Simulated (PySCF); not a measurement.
Isomers of C3H8BOP. Method used: PySCF 2.14.0, PBE0-D3(BJ)/def2-SVP geometry optimisation, gas phase. Energies are electronic, without zero-point or thermal terms, for one conformer each. No frequencies were run at this level. Point groups hold within 0.08 Å.

**Question.** Rank from lowest to highest electronic energy at this level (kcal/mol).
A. `[CH2:1]=[C:2]([BH:3][PH2:4])[O:5][CH3:6]` with C1–C2–B3–P4 -179°, C2–B3–P4–H -41° and -145°, C1–C2–O5–C6 1°
B. `[OH:1][B:2]([PH2:3])[CH:4]1[CH2:5][CH2:6]1` with H–O1–B2–P3 6°, O1–B2–P3–H -141° and -45°, O1–B2–C4–C5 -152°

**Answer.** B (0.0), A (50.3).

As drawn, the lower has a three-membered ring, an O–H bond and a B–O bond, which the higher lacks; the higher has a C=C bond outside aromatic rings, which the lower lacks.

| SMILES | E (Eh) | E rel (kcal/mol) | dipole (D) | point group | A, B, C (MHz) |
| --- | --- | --- | --- | --- | --- |
| OB(P)C1CC1 | -559.94656 | 0.0 | 0.87 | C1 | 3780, 2083, 1512 |
| C=C(BP)OC | -559.86647 | 50.3 | 2.05 | – | 5213, 1619, 1253 |

**Question.** How do the relative energies change in single points at B3LYP/pcSseg-1 (no added dispersion term) on the same geometries?

**Answer.** 
| SMILES | PBE0-D3(BJ)/def2-SVP (kcal/mol) | B3LYP/pcSseg-1 (kcal/mol) | shift |
| --- | --- | --- | --- |
| OB(P)C1CC1 | 0.0 | 0.0 | 0.0 |
| C=C(BP)OC | 50.3 | 41.3 | -9.0 |

Each column counts from its own lowest isomer. The order is unchanged; the largest shift is 9.0 kcal/mol.
